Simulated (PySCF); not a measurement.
Isomers of C4H10F2SSi, mass 156.024 u with the commonest isotopes. The calculation used PBE0/pcSseg-1 in PySCF (dipole) on a GFN2-xTB geometry, gas phase. One conformer each, none proved a minimum here; rigid rotors.

Question: Order these by radius of gyration √(Σ m r²/M), largest first.
A. `[CH3:1][C@@H:2]([SH:3])[CH2:4][C@@H:5]([F:6])[SiH2:7][F:8]` with C1–C2–S3–H 63°, C1–C2–C4–C5 176°, C2–C4–C5–F6 166°, C4–C5–Si7–F8 65°
B. `[CH3:1][CH2:2][S:3][C@@H:4]([CH3:5])[SiH:6]([F:7])[F:8]` with C1–C2–S3–C4 -159°, C2–S3–C4–C5 -63°, S3–C4–Si6–F7 -90°
C. `[CH3:1][S:2][C@@:3]([CH3:4])([SiH3:5])[CH:6]([F:7])[F:8]` with C1–S2–C3–C4 -71°, S2–C3–C6–F7 -72°

Answer: A (2.256 Å), B (2.217 Å), C (2.007 Å).

Question: Order these by dipole moment, largest first.
A. `[CH3:1][S:2][C@@:3]([CH3:4])([SiH3:5])[CH:6]([F:7])[F:8]` with C1–S2–C3–C4 -71°, S2–C3–C6–F7 -72°
B. `[CH3:1][C@@H:2]([SH:3])[CH2:4][C@@H:5]([F:6])[SiH2:7][F:8]` with C1–C2–S3–H 63°, C1–C2–C4–C5 176°, C2–C4–C5–F6 166°, C4–C5–Si7–F8 65°
C. `[CH3:1][CH2:2][S:3][C@@H:4]([CH3:5])[SiH:6]([F:7])[F:8]` with C1–C2–S3–C4 -159°, C2–S3–C4–C5 -63°, S3–C4–Si6–F7 -90°

Answer: A (2.68 D), B (1.80 D), C (1.40 D).

Question: Order these by rotational constant A, largest first.
A. `[CH3:1][CH2:2][S:3][C@@H:4]([CH3:5])[SiH:6]([F:7])[F:8]` with C1–C2–S3–C4 -159°, C2–S3–C4–C5 -63°, S3–C4–Si6–F7 -90°
B. `[CH3:1][S:2][C@@:3]([CH3:4])([SiH3:5])[CH:6]([F:7])[F:8]` with C1–S2–C3–C4 -71°, S2–C3–C6–F7 -72°
C. `[CH3:1][C@@H:2]([SH:3])[CH2:4][C@@H:5]([F:6])[SiH2:7][F:8]` with C1–C2–S3–H 63°, C1–C2–C4–C5 176°, C2–C4–C5–F6 166°, C4–C5–Si7–F8 65°

Answer: A (2193 MHz), B (1870 MHz), C (1712 MHz).

```json
{"SMILES": "C[C@@H](S)C[C@@H](F)[SiH2]F", "point group": "C1", "Ia (u·Å²)": "295.25", "Ib (u·Å²)": "603.73", "Ic (u·Å²)": "689.58", "κ": "-0.79", "μa (D)": "0.31", "μb (D)": "0.68", "μc (D)": "1.64"}
{"SMILES": "CCS[C@@H](C)[SiH](F)F", "point group": "C1", "Ia (u·Å²)": "230.43", "Ib (u·Å²)": "612.69", "Ic (u·Å²)": "690.93", "κ": "-0.87", "μa (D)": "1.35", "μb (D)": "0.15", "μc (D)": "0.32"}
{"SMILES": "CS[C@@](C)([SiH3])C(F)F", "point group": "C1", "Ia (u·Å²)": "270.26", "Ib (u·Å²)": "473.51", "Ic (u·Å²)": "513.45", "κ": "-0.81", "μa (D)": "2.03", "μb (D)": "0.88", "μc (D)": "1.52"}
```
